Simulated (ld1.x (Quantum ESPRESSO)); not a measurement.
# Pseudopotential generation for aluminium: PAW, LDA (PZ), non-relativistic.

```
Element                 : aluminium (Al)
Generator               : ld1.x (Quantum ESPRESSO) 7.5
Type                    : PAW
Functional              : LDA (PZ)
Relativity              : non-relativistic
Frozen core             : [Ne]
Valence charge          : 3
Reference configuration : 3s2 3p1
Partial waves           : 3s (bound): rcut 2.05, rcutus 2.40 bohr; 3s channel at -0.15 Ry: rcut 2.05, rcutus 2.40 bohr; 3p (bound): rcut 1.90, rcutus 2.40 bohr; 3p channel at 0.25 Ry: rcut 1.90, rcutus 2.40 bohr
Local potential         : all-electron potential smoothed inside 2.40 bohr (lloc = -1)
Core correction         : Bessel-smoothed model core inside 2.50 bohr
Augmentation charge     : PSQ, inside the norm-conserving radii
```

All-electron outer shells of the reference configuration (LDA (PZ), non-relativistic, ld1.x):

```tsv
shell	level (eV)	outermost node (bohr)	outermost maximum (bohr)
3s	-7.81	0.80	2.06
3p	-2.80	0.82	2.64
```

Calculated quality:

```
Cutoffs needed                            : 6 Ry and 8 Ry (the cutoffs (Ry, on a coarse ladder) from which the occupation-weighted sum of valence levels, in a spherical-Bessel basis at the reference potential, stays within 10 and 1 mRy of its value at 400 Ry)
Ghost test                                : no extra level below or beside the all-electron valence levels (s, p, d, f tested) (spherical-Bessel basis up to 400 Ry, 20 bohr box)
Largest excitation error                  : -24 meV (all-electron minus pseudo) for 3s1 3p0, out of 7 test configurations
Lowest eigenvalue of the overlap operator : 0.45 (s channel)
Density cutoff estimated by the generator : 73 Ry
```

Generation and tests took about 1.8 s on one core of a shared server CPU.
